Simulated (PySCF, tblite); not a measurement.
Isomers of C3H12FNSi3, one GFN2-xTB conformer each. Single-point energies are computed at PBE0/pcSseg-1 (PySCF, gas phase, no added dispersion term), electronic only.

| SMILES | GFN2-xTB relative energy (kJ/mol) |
| --- | --- |
| C[SiH2][SiH2]/C(=C/F)[SiH2]N | 186.7 |
| F[SiH2]N(C[SiH3])[C@@H]1C[SiH2]1 | 0.0 |
| C=NC[Si]([SiH3])([SiH3])CF | 283.4 |
| F/C=C(\[SiH3])C[SiH2]N[SiH3] | 40.4 |

Conformers: `[CH3:1][SiH2:2][SiH2:3]/[C:4](=[CH:5]/[F:6])[SiH2:7][NH2:8]` with C1–Si2–Si3–C4 24°, Si2–Si3–C4–C5 -113°, Si3–C4–Si7–N8 -109°, C4–Si7–N8–H -53° and 174°; `[F:1][SiH2:2][N:3]([CH2:4][SiH3:5])[C@@H:6]1[CH2:7][SiH2:8]1` with F1–Si2–N3–C4 -33°, Si2–N3–C4–Si5 135°, Si2–N3–C6–C7 85°; `[CH2:1]=[N:2][CH2:3][Si:4]([SiH3:5])([SiH3:6])[CH2:7][F:8]` with C1–N2–C3–Si4 108°, N2–C3–Si4–Si5 173°, C3–Si4–C7–F8 -175°; `[F:1]/[CH:2]=[C:3](\[SiH3:4])[CH2:5][SiH2:6][NH:7][SiH3:8]` with C2–C3–C5–Si6 97°, C3–C5–Si6–N7 -51°, C5–Si6–N7–Si8 -175°.

Q: What does PBE0/pcSseg-1 give for the same structures?

A: 
```json
{"SMILES": "C[SiH2][SiH2]/C(=C/F)[SiH2]N", "PBE0/pcSseg-1 E (Eh)": "-1143.89041", "PBE0/pcSseg-1 (kJ/mol)": "0.0", "GFN2-xTB (kJ/mol)": "186.7", "point group": "C1"}
{"SMILES": "F/C=C(\\[SiH3])C[SiH2]N[SiH3]", "PBE0/pcSseg-1 E (Eh)": "-1143.88319", "PBE0/pcSseg-1 (kJ/mol)": "19.0", "GFN2-xTB (kJ/mol)": "40.4", "point group": "C1"}
{"SMILES": "F[SiH2]N(C[SiH3])[C@@H]1C[SiH2]1", "PBE0/pcSseg-1 E (Eh)": "-1143.88123", "PBE0/pcSseg-1 (kJ/mol)": "24.1", "GFN2-xTB (kJ/mol)": "0.0", "point group": "C1"}
{"SMILES": "C=NC[Si]([SiH3])([SiH3])CF", "PBE0/pcSseg-1 E (Eh)": "-1143.83029", "PBE0/pcSseg-1 (kJ/mol)": "157.9", "GFN2-xTB (kJ/mol)": "283.4", "point group": "C1"}
```

GFN2-xTB puts F[SiH2]N(C[SiH3])[C@@H]1C[SiH2]1 lowest instead; measured from each level's own lowest isomer, the values differ by up to 186.7 kJ/mol (C[SiH2][SiH2]/C(=C/F)[SiH2]N: 186.7 against 0.0). As drawn, the lowest has an N–H bond and a C=C bond outside aromatic rings, which the highest lacks; the highest has a C=N bond, which the lowest lacks. Neighbours under 10 kJ/mol apart (F/C=C(\[SiH3])C[SiH2]N[SiH3] and F[SiH2]N(C[SiH3])[C@@H]1C[SiH2]1) can change places with a better method, another conformer or zero-point energy.

Q: Which frontier levels, dipoles and rotational constants go with these structures?

A: 
```json
{"SMILES": "C[SiH2][SiH2]/C(=C/F)[SiH2]N", "HOMO (eV, PBE0/pcSseg-1)": "-7.49", "LUMO (eV)": "-0.68", "dipole (D)": "1.07", "A, B, C (MHz)": "1437, 746.4, 639.4"}
{"SMILES": "F/C=C(\\[SiH3])C[SiH2]N[SiH3]", "HOMO (eV, PBE0/pcSseg-1)": "-7.14", "LUMO (eV)": "-0.49", "dipole (D)": "1.13", "A, B, C (MHz)": "1620, 594.6, 522.1"}
{"SMILES": "F[SiH2]N(C[SiH3])[C@@H]1C[SiH2]1", "HOMO (eV, PBE0/pcSseg-1)": "-6.43", "LUMO (eV)": "-0.09", "dipole (D)": "2.29", "A, B, C (MHz)": "1220, 927.3, 579.0"}
{"SMILES": "C=NC[Si]([SiH3])([SiH3])CF", "HOMO (eV, PBE0/pcSseg-1)": "-7.48", "LUMO (eV)": "-0.83", "dipole (D)": "2.45", "A, B, C (MHz)": "1168, 774.1, 710.7"}
```

Q: What happens when harmonic zero-point energies from GFN2-xTB frequencies are added?

A: 
```
                          SMILES  ZPE (kJ/mol)  electronic (kJ/mol)  with ZPE (kJ/mol)
    C[SiH2][SiH2]/C(=C/F)[SiH2]N         355.0                  0.0                0.0
    F/C=C(\[SiH3])C[SiH2]N[SiH3]         344.1                 19.0                8.0
F[SiH2]N(C[SiH3])[C@@H]1C[SiH2]1         356.6                 24.1               25.7
      C=NC[Si]([SiH3])([SiH3])CF         351.0                157.9              153.8
```

The zero-point energies span 12.5 kJ/mol. The order is unchanged.
